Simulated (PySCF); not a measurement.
C2H6Al, SMILES [CH3][Al][CH3], multiplicity 2.

Geometry optimised at B3LYP-D3(BJ)/def2-TZVP. The multiplicity is an assumed one; other spin states were not compared. The isomer is the one that the SMILES or the coordinates give; other isomers of the formula were not compared.

The numbers are results of B3LYP-D3(BJ)/def2-TZVP run with PySCF, not measurements.

Frequencies are harmonic and unscaled.

Q: Estimate the vibrational spectrum. (An estimate is asked for; the answer gives what the named calculation found.)

A: 
| mode | ν (cm⁻¹) | IR (km/mol) | moving atoms (share of kinetic energy) |
|---|---|---|---|
| 1 | 49 | 0.0 | H 99 % |
| 2 | 75 | 0.0 | H 82 %, Al 10 % |
| 3 | 167 | 3.9 | C 40 %, H 36 %, Al 24 % |
| 4 | 534 | 1.7 | H 84 %, C 13 % |
| 5 | 547 | 0.0 | H 86 %, C 14 % |
| 6 | 548 | 13.1 | C 62 %, Al 22 %, H 17 % |
| 7 | 575 | 10.4 | H 70 %, C 22 %, Al 8 % |
| 8 | 660 | 53.6 | Al 37 %, C 35 %, H 29 % |
| 9 | 744 | 67.0 | H 71 %, C 22 % |
| 10 | 1196 | 8.9 | H 81 %, C 19 % |
| 11 | 1207 | 6.4 | H 82 %, C 18 % |
| 12 | 1434 | 4.1 | H 95 % |
| 13 | 1441 | 1.8 | H 95 % |
| 14 | 1447 | 0.0 | H 94 % |
| 15 | 1459 | 11.8 | H 95 % |
| 16 | 2998 | 10.7 | H 97 % |
| 17 | 3001 | 14.3 | H 97 % |
| 18 | 3059 | 0.0 | H 91 %, C 9 % |
| 19 | 3062 | 27.1 | H 91 %, C 9 % |
| 20 | 3107 | 7.8 | H 91 %, C 9 % |
| 21 | 3107 | 12.6 | H 91 %, C 9 % |
